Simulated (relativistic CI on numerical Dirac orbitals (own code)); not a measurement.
# Sensitivity of the levels of Cr¹⁸⁺ to α and to the nuclear radius

Calculated at this level of theory: Dirac-Coulomb-Breit CI, separate exchange-only KLI orbitals for each configuration, derivatives by finite differences, unscaled Slater integrals, QED left out (own radial code, finite nucleus).

CI space (outside the closed core 1s2): 2s²2p², 2s2p³, 2p⁴, 2p³3s, 2p³3p, 2p³3d, 2s²2p3s, 2s²2p3p. Levels of other configurations are missing.

With x = (α/α₀)² − 1 an excitation energy changes as ω = ω₀ + qx; K = 2q/ω₀ is the relative enhancement. Terms are leading LS components, so labels can repeat. The field-shift factor is F = δν/δ⟨r²⟩ for the transition from the lowest level.

Lowest level 2s²2p² ³P0.

| Level | ω₀ (cm⁻¹) | q (cm⁻¹) | K | F (GHz/fm²) |
| --- | --- | --- | --- | --- |
| 2s²2p² ³P1 | 47817 | 62900 | 2.63 | 0.0403 |
| 2s²2p² ³P2 | 82822 | 82990 | 2 | -0.0597 |
| 2s²2p² ¹D2 | 186741 | 120900 | 1.29 | -0.203 |
| 2s²2p² ¹S0 | 295544 | 130100 | 0.88 | -2.91 |
| 2s2p³ ⁵S°2 | 393554 | 143000 | 0.727 | -62.5 |
| 2s2p³ ³D°2 | 674375 | 130700 | 0.387 | -63.5 |
| 2s2p³ ³D°1 | 675706 | 128500 | 0.38 | -63.5 |
| 2s2p³ ³D°3 | 689403 | 157400 | 0.457 | -63.6 |
| 2s2p³ ³P°0 | 792000 | 161800 | 0.408 | -63.5 |
| 2s2p³ ³P°1 | 796977 | 171100 | 0.429 | -63.6 |
| 2s2p³ ³P°2 | 807569 | 188500 | 0.467 | -63.6 |
| 2s2p³ ³S°1 | 968702 | 145100 | 0.3 | -66.8 |
| 2s2p³ ¹D°2 | 987970 | 177600 | 0.36 | -65.8 |
| 2s2p³ ¹P°1 | 1102313 | 203600 | 0.369 | -66 |
| 2p⁴ ³P2 | 1467160 | 188200 | 0.256 | -128 |
| 2p⁴ ³P1 | 1530296 | 259300 | 0.339 | -128 |
| 2p⁴ ³P0 | 1534726 | 241400 | 0.315 | -128 |
| 2p⁴ ¹D2 | 1609795 | 248600 | 0.309 | -128 |
| 2p⁴ ¹S0 | 1812818 | 275700 | 0.304 | -125 |
| 2s²2p3s ³P°0 | 6345186 | 32260 | 0.0102 | 23.1 |
| 2s²2p3s ³P°1 | 6352465 | 33730 | 0.0106 | 23.1 |
| 2s²2p3s ³P°2 | 6427218 | 115900 | 0.0361 | 22.6 |
| 2s²2p3s ¹P°1 | 6447882 | 114500 | 0.0355 | 22.6 |

At this charge energies of transitions that change n are usually good to better than 1 %, and those within a shell (Δn = 0) to a few per cent.
